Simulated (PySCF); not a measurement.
**CsLi⁺: from constants to spectrum**

UHF-CCSD(T) constants of CsLi⁺, ²Σ⁺ (doublet), unpaired electrons σ ↑ (PySCF, scalar-relativistic core potentials, basis sets Cs def2-TZVP with ECP46, Li def2-TZVP; masses 132.9054 and 7.0160 u):

```
ωe              : 113.6 cm⁻¹
ωexe            : 1.06 cm⁻¹
Be              : 0.1292 cm⁻¹
αe              : 0.00148 cm⁻¹
D (centrifugal) : 6.68e-07 cm⁻¹
De to Cs⁺ + Li  : 0.323 eV
```

Question: Give the vibrational terms G(v) and spacings up to v = 6.

Answer: G(v) = ωe(v+½) − ωexe(v+½)².

```
v  G(v) (cm⁻¹)  G(v) − G(v−1)  Bv (cm⁻¹)
0         56.5                    0.1285
1        168.0          111.5     0.1270
2        277.4          109.4     0.1255
3        384.6          107.2     0.1240
4        489.7          105.1     0.1225
5        592.7          103.0     0.1211
6        693.6          100.9     0.1196
```

Question: How well does the Morse estimate ωe²/(4ωexe) reproduce De, and what is D0?

Answer: It gives 0.377 eV, 117 % of the computed De. D0 = De − G(0) = 0.323 − 0.007 = 0.316 eV.

Correlated steps freeze no core orbitals. The bond is weak. Basis-set superposition, not corrected here, can be much of De in a small basis, most of all at correlated wavefunction levels. Spin–orbit coupling is left out. For an ion De counts to the pair picked by the measured ionisation energies or electron affinities, which need not be the lowest pair at this level. The state was picked by a PBE0 search and need not be the measured ground state.
